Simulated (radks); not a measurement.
The hafnium ion Hf2+, 70 electrons, occupied as [Xe] 4f14 5d2 (the NIST ground configuration).

Method: scalar-relativistic Kohn-Sham, LDA (Slater exchange, Perdew-Wang correlation), spin-polarised, spherical densities, finite nucleus; open shells are filled with parallel spins first (spin-orbit coupling, left out, can overturn this in heavy ions); Fermi nuclear charge, rms radius 5.347 fm; computed with a radial shooting solver on a logarithmic mesh with Libxc functionals.

Energy parts (hartree):
part                       energy
total                 -15066.3429
kinetic                16498.2220
electron-nucleus      -37132.8010
Hartree                 5866.4438
exchange-correlation    -298.2077

Orbitals (lengths in bohr, moments of r in powers of bohr; <r^-3> diverges for s and p1/2):
orbital,occ.,eigenvalue (hartree),<r^-3>,<r^4>
1s down,1,-2396.956,-,6.639e-07
1s up,1,-2396.956,-,6.639e-07
2s up,1,-410.4568,-,0.0001009
2s down,1,-410.4544,-,0.0001009
2p up,3,-360.7173,17760,0.00007823
2p down,3,-360.7154,17760,0.00007823
3s up,1,-93.93397,-,0.003745
3s down,1,-93.93341,-,0.003745
3p up,3,-79.06787,3918,0.003996
3p down,3,-79.06723,3918,0.003996
3d up,5,-61.41067,509.8,0.003098
3d down,5,-61.40932,509.8,0.003098
4s up,1,-19.34441,-,0.08945
4s down,1,-19.34279,-,0.08943
4p up,3,-14.46282,901.6,0.1192
4p down,3,-14.46116,901.6,0.1192
4d up,5,-8.14615,99.41,0.1805
4d down,5,-8.14389,99.44,0.1801
5s up,1,-3.03658,-,3.144
5s down,1,-3.01129,-,3.090
5p up,3,-1.88465,119.2,6.523
5p down,3,-1.84994,121.2,6.365
4f up,7,-1.18652,15.54,0.9703
4f down,7,-1.17950,15.63,0.9204
6s up,0,-0.67091,-,136.1
5d up,2,-0.64519,5.474,47.50
6s down,0,-0.62603,-,150.4
5d down,0,-0.59651,5.559,50.59
6p up,0,-0.45702,15.27,324.4
6p down,0,-0.42496,13.49,379.2
6d up,0,-0.22433,0.9782,2101
6d down,0,-0.21469,0.8803,2464
5f up,0,-0.16009,0.06386,3287
5f down,0,-0.15076,0.03888,4478

The highest occupied level is 5d up at -17.557 eV. The configuration is held as typed, so some empty levels lie below it. Summed over all electrons, <r^2> = 40.13 bohr^2, which gives a Langevin (diamagnetic) susceptibility term of -31.8 x 10^-6 cm^3/mol. The spin density at the nucleus is -6.799 e/bohr^3 (1s -0.058, 2s -0.318, 3s 0.083, 4s 0.186, 5s -6.692). Spin moment in Bohr magnetons: 2. The density falls to 0.001 e/bohr^3 at r = 3.70 bohr.
